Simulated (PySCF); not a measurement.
## Ionisation energy of Au⁺ by level of theory

Au⁺ [Xe] 4f14 5d10 (1S) → Au²⁺ [Xe] 4f14 5d9 (2D), as a difference of total energies. Calculation: PySCF 2.14, in x2c-TZVPPall (11s7p7d3f1g, 97 functions); the spin-free X2C one-electron Hamiltonian (Gaussian nucleus). Correlated levels: valence: [Xe] 4f14 frozen; valence and next inner shell: [Kr] 4d10 4f14 frozen. The calculations carry no spin-orbit coupling.

```tsv
method	ionisation energy (eV)	plus first-order spin-orbit estimate	error of that sum (eV)
UHF	18.966	18.279	-1.924
LDA	21.453	20.766	+0.563
PBE	20.973	20.286	+0.083
PBE0	20.758	20.071	-0.132
r2SCAN	20.724	20.037	-0.166
PBEsol	21.050	20.363	+0.160
r2SCAN0	20.616	19.929	-0.274
BLYP	20.914	20.227	+0.024
MP2 (valence)	20.815	20.128	-0.075
SCS-MP2 (valence)	20.646	19.959	-0.244
MP2 (valence and next inner shell)	20.879	20.192	-0.011
SCS-MP2 (valence and next inner shell)	20.644	19.957	-0.246
```

Reference: 20.203 ± 0.025 eV (measured; NIST Atomic Spectra Database, ionization energies).

A first-order spin-orbit estimate (lowest level to lowest level, LS coupling) adds -0.687 eV.

Errors of the correlated levels include the incompleteness of this basis and the frozen core.
